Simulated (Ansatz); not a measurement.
This geometry of C3H5BrO (10 atoms, charge 0, multiplicity 1) is a first-order saddle point.

All numbers below come from Ansatz, RKS r2SCAN-D4/def2-SVP.

```xyz
10
Properties=species:S:1:pos:R:3
C -1.097 -0.741 0.024
C -0.217 0.346 0.554
C 0.899 0.758 -0.067
O 1.396 0.269 -1.225
Br 1.935 2.206 0.643
H -2.147 -0.405 -0.021
H -0.796 -1.047 -0.988
H -1.081 -1.632 0.677
H -0.490 0.838 1.491
H 1.682 -0.645 -1.085
```

(1) Which two structures does it join? (They come from a converged band through this point; their orientation in space is the band's.)

(2) How far does it lie above each of them?

## Answers

(1) No bond is made or broken. The dihedral C2–C3–O4–H10 goes from -157 to -1°.

First end point:

```xyz
10
Properties=species:S:1:pos:R:3
C -1.194 -0.784 0.096
C -0.260 0.284 0.570
C 0.871 0.606 -0.074
O 1.258 0.068 -1.246
Br 2.045 1.969 0.595
H -2.175 -0.360 -0.184
H -0.790 -1.311 -0.780
H -1.384 -1.524 0.891
H -0.506 0.845 1.474
H 2.217 0.156 -1.340
```

Last end point:

```xyz
10
Properties=species:S:1:pos:R:3
C -1.041 -0.749 0.020
C -0.182 0.353 0.558
C 0.992 0.735 0.025
O 1.618 0.231 -1.054
Br 2.006 2.146 0.777
H -2.043 -0.379 -0.259
H -0.622 -1.235 -0.878
H -1.192 -1.546 0.769
H -0.528 0.888 1.445
H 1.076 -0.495 -1.399
```

(2) 14.2 kJ/mol above the first and 5.4 kJ/mol above the second. This is the barrier of this one path; another mechanism may lie lower.

The run took 5.9 min on 2 threads of Arm Neoverse V1, with other jobs on the host, peak memory 0.18 GiB.
